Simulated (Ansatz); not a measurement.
Redistribution: C2H3F3 + C3HF5 → C2H4F2 + C3F6

Gas-phase species: C2H3F3 (1,1,1-trifluoroethane) `CC(F)(F)F`, singlet; C3HF5 `F/C=C(\F)C(F)(F)F`, singlet; C2H4F2 (1,1-difluoroethane) `CC(F)F`, singlet; C3F6 `FC(F)=C(F)C(F)(F)F`, singlet. The partners trade F for H; both sit on C, so the bond types are kept.

Shapes, held fixed at every level: PBE0-D4/def2-TZVP. Programs: Ansatz 0.2.0. The zero-point and thermal change to 298 K, harmonic and unscaled (PBE0-D4/def2-TZVP), is +1.2 kJ/mol.

(1) Estimate ΔH(298 K) of this reaction.

Results:

(1) The highest level, CCSD(T)/CBS estimate, gives ΔH(298 K) = +71.2 kJ/mol; the levels span +61.2 to +73.9. The column of differences is taken from that level and isn't an error. No measured value is set beside it here. The CBS estimate extrapolates MP2 from def2-TZVPP and def2-QZVPP and adds CCSD(T) − MP2 in the triple-zeta set, cores frozen.

```csv
level,kind,ΔH(298 K) (kJ/mol),less CCSD(T)/CBS estimate
SPW92/def2-TZVPP,LDA,+61.2,-10.0
r2SCAN-D4/def2-TZVPP,meta-GGA,+66.4,-4.8
B3LYP-D4/def2-TZVPP,global hybrid,+63.0,-8.2
r2SCAN0-D4/def2-TZVPP,global hybrid,+69.3,-1.9
wB97M-V/def2-TZVPP,range-separated hybrid,+68.1,-3.1
wB97X-V/def2-TZVPP,range-separated hybrid,+66.8,-4.4
CCSD/def2-SVP,coupled cluster or CI,+73.9,+2.7
CCSD(T)/CBS estimate,coupled cluster or CI,+71.2,0.0
```
